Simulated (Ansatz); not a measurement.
Geometry optimisation, DFT PBEsol, scalar-relativistic, plane waves, PAW in Ansatz.

The input (input.yaml):

```yaml
crystal:
  lattice:
    - [0.0, 5.43, 5.43]
    - [5.43, 0.0, 5.43]
    - [5.43, 5.43, 0.0]
  atoms:
    - { symbol: Si, position: [0.0, 0.0, 0.0] }
    - { symbol: Si, position: [0.125, 0.125, 0.125] }
    - { symbol: Si, position: [0.0, 0.0, 0.5] }
    - { symbol: Si, position: [0.125, 0.125, 0.625] }
    - { symbol: Si, position: [0.0, 0.5, 0.0] }
    - { symbol: Si, position: [0.125, 0.625, 0.125] }
    - { symbol: Si, position: [0.0, 0.5, 0.5] }
    - { symbol: Si, position: [0.125, 0.625, 0.625] }
    - { symbol: Si, position: [0.5, 0.0, 0.0] }
    - { symbol: Si, position: [0.625, 0.125, 0.125] }
    - { symbol: Si, position: [0.5, 0.0, 0.5] }
    - { symbol: Si, position: [0.625, 0.125, 0.625] }
    - { symbol: Si, position: [0.5, 0.5, 0.0] }
    - { symbol: Si, position: [0.625, 0.625, 0.125] }
    - { symbol: Si, position: [0.5, 0.5, 0.5] }
    - { symbol: Si, position: [0.625, 0.625, 0.625] }
    - { symbol: Cu, position: [0.7446321, 0.249072, 0.757662] }
total_charge: 1
basis:
  ecutwfc: 420.0
kpoints:
  mp_grid: { grid: [2, 2, 2] }
hamiltonian:
  xc: pbesol
  pseudopotentials: { kind: paw, azcp: { folder: soft_1 } }
scf:
  occupations: { method: gaussian, width: 0.02 }
  lower_state_search: "off"
relax:
  f_tol: 0.03
  max_steps: 60
  adjacent_minimum: "off"
```

Command:

```bash
$ ansatz run input.yaml --threads 1 --pin off --max-ram 3072MiB --backend cpu --events-out ev --progress --plain --runs-dir out
```

Q: Where does it end, and by what steps?

A: It converged. Limits of this set-up: coarse k mesh, PAW files made for another functional, a small cell, in which the defect meets its images, charged cell in a uniform background, uncorrected. After 9 steps the energy has fallen by 0.141 eV; Si10 moved furthest, 0.27 Å.

```json
{"step": "0", "energy less start (eV)": "0.0000", "largest force component (eV/Å)": "0.578", "accepted": "yes"}
{"step": "1", "energy less start (eV)": "-0.0824", "largest force component (eV/Å)": "0.182", "accepted": "yes"}
{"step": "2", "energy less start (eV)": "-0.0929", "largest force component (eV/Å)": "0.137", "accepted": "yes"}
{"step": "3", "energy less start (eV)": "-0.1066", "largest force component (eV/Å)": "0.139", "accepted": "yes"}
{"step": "4", "energy less start (eV)": "-0.1211", "largest force component (eV/Å)": "0.161", "accepted": "yes"}
{"step": "5", "energy less start (eV)": "-0.1157", "largest force component (eV/Å)": "0.226", "accepted": "no"}
{"step": "6", "energy less start (eV)": "-0.1396", "largest force component (eV/Å)": "0.045", "accepted": "yes"}
{"step": "7", "energy less start (eV)": "-0.1398", "largest force component (eV/Å)": "0.043", "accepted": "yes"}
{"step": "8", "energy less start (eV)": "-0.1401", "largest force component (eV/Å)": "0.031", "accepted": "yes"}
{"step": "9", "energy less start (eV)": "-0.1409", "largest force component (eV/Å)": "0.004", "accepted": "yes"}
```

```xyz
17
Lattice="0.0000 5.4300 5.4300 5.4300 0.0000 5.4300 5.4300 5.4300 0.0000" Properties=species:S:1:pos:R:3
Si 0.049 -0.009 -0.049
Si 1.321 1.288 1.425
Si 2.645 2.661 0.054
Si 4.076 4.006 1.354
Si 2.653 -0.066 2.776
Si 4.005 1.288 4.109
Si 5.376 2.661 2.785
Si 6.732 4.013 4.128
Si 0.050 2.762 2.725
Si 1.512 4.226 3.917
Si 2.860 5.577 2.571
Si 4.079 6.791 4.142
Si 2.705 2.761 5.380
Si 4.007 4.031 6.853
Si 5.378 5.357 5.482
Si 6.719 6.791 6.782
Cu 5.600 8.320 5.261
```

The run took 65 s on 1 thread of Arm Neoverse V2, with other jobs on the host, peak memory 0.56 GiB.
